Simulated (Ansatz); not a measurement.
`[Cl][GeH2][I]` → `[Cl][GeH]` + HI  (germylene formation by 1,1-elimination)

Isolated molecules relaxed with PBE0-D4/def2-TZVP in Ansatz; ΔE leaves out vibrations. CBS: MP2 limit from def2 TZ/QZ plus the TZ coupled-cluster correction, frozen cores. Functionals use def2-TZVPP. HSE06 is defined as in plane-wave codes. def2 core potentials past Kr. For Ge, I outer-core shells are correlated without core-valence functions, which leaves a few kJ/mol of doubt a bond. Scalar relativity is left out up to krypton.

| level | ΔE (kcal/mol) |
| --- | --- |
| BLYP-D4 | 37.8 |
| HSE06-D4 | 48.4 |
| r2SCAN | 48.5 |
| PBE0 | 46.7 |
| HSE06 | 46.8 |
| RPA@PBE/def2-TZVPP | 42.7 |
| CCSD/def2-SVP | 44.5 |
| MP2/def2-TZVPP | 52.2 |

(1) What does CCSD(T)/CBS give? (An estimate is asked.)

Largest T1 diagnostic among the species: 0.013.

Answers

(1) Computed: +46.6 kcal/mol. The listed levels differ from it by -8.8, 1.8, 1.9, 0.1, 0.2, -3.9, -2.1, 5.6 kcal/mol.

From r2SCAN to r2SCAN0 (25 % exact exchange), in def2-TZVPP and without D4, ΔE moves by +1.8 kcal/mol. At CCSD(T), def2-SVP lies −1.8 kcal/mol from the extrapolated value and def2-TZVPP +0.5 kcal/mol. In def2-TZVPP, CCSD(T) changes the Hartree–Fock value by +3.0 kcal/mol (the triples alone add +0.7 kcal/mol) and MP2 by +8.1 kcal/mol.
